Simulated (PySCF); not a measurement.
Species: benzoate anion, C7H5O2 (charge -1).
SMILES with atom numbers: `[O:1]=[C:2]([O-:3])[c:4]1[cH:5][cH:6][cH:7][cH:8][cH:9]1` (hydrogens: H10 on C5; H11 on C6; H12 on C7; H13 on C8; H14 on C9)

Structure used (PBE0-D3(BJ)/def2-SVP), in Å, numbered top down from 1:
```xyz
14
C7H5O2 angstrom
O      2.868   -1.208   -0.499
C      2.384   -0.103   -0.191
O      2.944    0.988    0.026
C      0.837   -0.084   -0.057
C      0.160    1.090    0.285
C     -1.229    1.107    0.403
C     -1.964   -0.060    0.178
C     -1.296   -1.239   -0.163
C      0.093   -1.245   -0.278
H      0.782    1.975    0.449
H     -1.750    2.033    0.671
H     -3.055   -0.051    0.269
H     -1.869   -2.157   -0.340
H      0.665   -2.140   -0.543
```

The closed-shell ground state was solved at several levels (PySCF, density fitting, gas phase, non-relativistic). No diffuse functions stand in pcJ-1 and pcSseg-1, which bears on an anion's orbital energies.

```tsv
level	basis functions	HOMO (eV)	LUMO (eV)	gap (eV)
B3LYP/pcJ-1	293	-1.27	3.23	4.50
KT2/pcSseg-1	178	-0.11	2.59	2.70
PBE0/pcSseg-1	178	-1.59	3.37	4.96
```

(1) What might CAM-B3LYP/def2-SVPD (226 basis functions) give for the same quantities?

(2) Over all these levels, which gives the widest orbital gap and which the narrowest?

## Answers

(1) HOMO -3.46 eV, LUMO 4.21 eV, gap 7.67 eV.

(2) CAM-B3LYP/def2-SVPD (range-separated hybrid) has the widest, 7.67 eV, and KT2/pcSseg-1 (GGA) the narrowest, 2.70 eV. Functional and basis both differ between the two, so the spread mixes both effects.
